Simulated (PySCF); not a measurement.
# ZrS₂⁻: one-bond stretch

Computed with UPBE0/[Zr def2-SVPD with ECP28, S def2-SVPD], scalar-relativistic core potentials, density fitting, no spin–orbit coupling, PySCF.

Rigid scan from the doublet minimum (Zr–S 2.264 Å (×2); S–Zr–S 117.4°). Coordinate: the bond from Zr to the last atom (S) scaled, the rest fixed. Energies in kJ/mol from the minimum.

Q: Predict the curve at 0.92, 0.96, 1.00, 1.05, 1.12, 1.20, 1.35, 1.55, 1.80, 2.20.

A: 
```csv
scale of one bond,E (kJ/mol),"dipole size (D, about the centre of mass)",⟨S²⟩
0.92,40.8,3.89,0.75
0.96,9.0,3.99,0.76
1.00,0.0,4.21,0.76
1.05,10.7,4.64,0.76
1.12,50.4,5.43,0.76
1.20,112.4,6.45,0.77
1.35,235.0,7.88,0.93
1.55,359.4,–,1.42
1.80,447.1,–,1.79
2.20,503.8,–,2.07
```

Spin contamination is strong at 1.55, 1.80, 2.20, so these points are less reliable.

Other spin states or occupations of the open shell can lie lower.

Other isomers or separated fragments may lie lower.

The scan took 27 s on 2 threads of a shared Arm Neoverse V1 host; the process peaked at 0.84 GiB.
